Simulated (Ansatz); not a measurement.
Nudged elastic band run: C₃H₇NSSi

Input:

```yaml
crystal:
  periodic: [false, false, false]
  atoms:
    - { symbol: C, position_ang: [-0.337399, -2.434411, 0.82869] }
    - { symbol: "N", position_ang: [0.051046, -1.89736, -0.248034] }
    - { symbol: Si, position_ang: [0.869889, -0.361466, -0.425435] }
    - { symbol: C, position_ang: [-0.260718, 1.02042, -1.038541] }
    - { symbol: C, position_ang: [-0.225305, 1.817399, 0.293558] }
    - { symbol: S, position_ang: [1.044125, 0.897916, 1.334428] }
    - { symbol: H, position_ang: [-0.178901, -1.989536, 1.834347] }
    - { symbol: H, position_ang: [-0.874482, -3.401934, 0.81431] }
    - { symbol: H, position_ang: [2.126249, -0.651593, -1.163962] }
    - { symbol: H, position_ang: [0.168044, 1.592202, -1.875697] }
    - { symbol: H, position_ang: [-1.271768, 0.698584, -1.330522] }
    - { symbol: H, position_ang: [-1.190829, 1.81472, 0.819272] }
    - { symbol: H, position_ang: [0.100251, 2.86036, 0.172386] }
basis:
  gaussian: { orbitals: def2-SVP }
hamiltonian:
  xc: b3lyp
  dispersion: d4
neb:
  order_check: false
  images: 7
  f_tol: 0.05
  max_iterations: 44
  initial_path: linear
  final_atoms:
    - { symbol: C, position_ang: [-0.10885553, -2.07917432, 0.8431263] }
    - { symbol: "N", position_ang: [0.27047921, -1.5285028, -0.25507241] }
    - { symbol: Si, position_ang: [1.51364494, -0.03967584, -0.5523774] }
    - { symbol: C, position_ang: [0.09627491, 1.20328379, -1.08558877] }
    - { symbol: C, position_ang: [-0.3737047, 1.55026736, 0.33515669] }
    - { symbol: S, position_ang: [1.06812711, 0.99508317, 1.39208939] }
    - { symbol: H, position_ang: [0.1043471, -1.54402259, 1.77733184] }
    - { symbol: H, position_ang: [-0.61894223, -3.04937871, 0.8568909] }
    - { symbol: H, position_ang: [0.05103538, -2.05848776, -1.10431249] }
    - { symbol: H, position_ang: [0.58011764, 2.06914507, -1.56752857] }
    - { symbol: H, position_ang: [-0.70512391, 0.85437745, -1.75882851] }
    - { symbol: H, position_ang: [-1.26827501, 0.97568212, 0.62189166] }
    - { symbol: H, position_ang: [-0.5889229, 2.61670406, 0.51202138] }
```

Command:

```bash
$ ansatz run input.yaml --threads 2 --pin off --max-ram 3072MiB --backend cpu --events-out ev --progress --plain --runs-dir out
```

Output, in part (warnings, iteration lines, the closing report on the highest movable image, with atoms numbered from 0):

```
NEB end point (image 0): max|allowed force component| = 1.502e-2 eV/Å (the criterion of neb.relax_end_points is 1.000e-2)
NEB end point (image 8): max|allowed force component| = 9.998e-3 eV/Å (the criterion of neb.relax_end_points is 1.000e-2)
NEB iter   1: max|band force component| = 8.324e0 eV/Å  barrier→ = 3.9748 eV  barrier← = 3.0134 eV  Δτ_max = 0.2000 Å  (261 SCF iters)
NEB iter   2: max|band force component| = 3.735e0 eV/Å  barrier→ = 2.9507 eV  barrier← = 1.9893 eV  Δτ_max = 0.2000 Å  (221 SCF iters)
NEB iter   3: max|band force component| = 2.831e0 eV/Å  barrier→ = 2.6248 eV  barrier← = 1.6634 eV  Δτ_max = 0.1876 Å  (230 SCF iters)
NEB iter   4: max|band force component| = 1.067e0 eV/Å  barrier→ = 2.2595 eV  barrier← = 1.2981 eV  Δτ_max = 0.0851 Å  (218 SCF iters)
NEB iter   5: max|band force component| = 6.919e-1 eV/Å  barrier→ = 2.3482 eV  barrier← = 1.3868 eV  Δτ_max = 0.1412 Å  (223 SCF iters)
NEB iter   6: max|band force component| = 1.564e0 eV/Å  barrier→ = 2.3756 eV  barrier← = 1.4142 eV  CI = image 4  Δτ_max = 0.2000 Å  (219 SCF iters)
NEB iter   7: max|band force component| = 7.037e-1 eV/Å  barrier→ = 2.6527 eV  barrier← = 1.6913 eV  CI = image 4  Δτ_max = 0.0871 Å  (218 SCF iters)
NEB iter   8: max|band force component| = 3.673e-1 eV/Å  barrier→ = 2.6445 eV  barrier← = 1.6832 eV  CI = image 4  Δτ_max = 0.0785 Å  (218 SCF iters)
NEB iter   9: max|band force component| = 2.403e-1 eV/Å  barrier→ = 2.6369 eV  barrier← = 1.6755 eV  CI = image 4  Δτ_max = 0.1169 Å  (219 SCF iters)
NEB iter  10: max|band force component| = 1.746e-1 eV/Å  barrier→ = 2.6321 eV  barrier← = 1.6707 eV  CI = image 4  Δτ_max = 0.1217 Å  (218 SCF iters)
NEB iter  11: max|band force component| = 9.885e-1 eV/Å  barrier→ = 2.6362 eV  barrier← = 1.6748 eV  CI = image 4  Δτ_max = 0.0610 Å  (215 SCF iters)
NEB iter  12: max|band force component| = 2.386e-1 eV/Å  barrier→ = 2.6275 eV  barrier← = 1.6661 eV  CI = image 4  Δτ_max = 0.0932 Å  (216 SCF iters)
NEB iter  13: max|band force component| = 3.413e-1 eV/Å  barrier→ = 2.6262 eV  barrier← = 1.6648 eV  CI = image 4  Δτ_max = 0.0470 Å  (212 SCF iters)
NEB iter  14: max|band force component| = 1.035e-1 eV/Å  barrier→ = 2.6250 eV  barrier← = 1.6636 eV  CI = image 4  Δτ_max = 0.0302 Å  (212 SCF iters)
NEB iter  15: max|band force component| = 4.874e-2 eV/Å  barrier→ = 2.6248 eV  barrier← = 1.6634 eV  CI = image 4  Δτ_max = 0.0000 Å  (429 SCF iters)
Total energy: -23417.90048442 eV, -860.5919695795 hartree
Atom 0 at    -0.079227    -2.595653     0.812833 Å, force    -0.004502    -0.009577     0.008535 eV/Å
Atom 1 at     0.148284    -1.637218    -0.012373 Å, force     0.008087    -0.006457    -0.027283 eV/Å
Atom 2 at     1.019799    -0.090561    -0.205067 Å, force    -0.000862     0.006833     0.005871 eV/Å
Atom 3 at    -0.165763     1.147368    -1.049054 Å, force     0.003614     0.003960    -0.001050 eV/Å
Atom 4 at    -0.346378     2.025001     0.214018 Å, force     0.003269    -0.002517     0.005919 eV/Å
Atom 5 at     0.942908     1.379894     1.415512 Å, force    -0.002093    -0.003249    -0.005981 eV/Å
Atom 6 at    -0.063605    -2.433169     1.902016 Å, force     0.000914     0.000037     0.001113 eV/Å
Atom 7 at    -0.279617    -3.614097     0.450880 Å, force    -0.000279     0.002612     0.004534 eV/Å
Atom 8 at     1.134554    -1.638254    -0.920722 Å, force    -0.001616     0.004288     0.009821 eV/Å
Atom 9 at     0.331517     1.699746    -1.861268 Å, force    -0.003229    -0.000058    -0.001674 eV/Å
Atom 10 at    -1.104717     0.729618    -1.441049 Å, force    -0.003302    -0.001479     0.001637 eV/Å
Atom 11 at    -1.338815     1.894674     0.669102 Å, force    -0.003867     0.003519    -0.000303 eV/Å
Atom 12 at    -0.178736     3.097952     0.039972 Å, force     0.003865     0.002088    -0.001137 eV/Å
Dipole moment:    -0.249647    -0.258993    -0.171080 e Å
```

The run converged. Neighbouring images differ by up to 1.3 eV, so the band resolves the path poorly. Another band between the same ends (7 images) ends at a top of the same energy, where a vibrational analysis finds 1 clearly imaginary mode. The orbitals stay closed-shell, which can raise the energy where a bond breaks towards radicals; this wasn't checked here.

Final band (atoms are numbered from 1 in the order of the input):

```csv
image,path coordinate (Å),energy (kJ/mol),Si3–H9 (Å),N2–H9 (Å)
0,0.00,0.0,1.49,2.59
1,0.60,3.0,1.49,2.53
2,1.20,25.0,1.49,2.32
3,1.80,124.4,1.52,1.89
4,2.39,253.3,1.71,1.34
5,3.17,126.2,2.25,1.03
6,3.95,100.9,2.49,1.02
7,4.73,95.3,2.53,1.02
8,5.51,92.8,2.55,1.02
```

The run took 13 min on 2 threads of Arm Neoverse N1, on a shared host, peak memory 0.33 GiB.
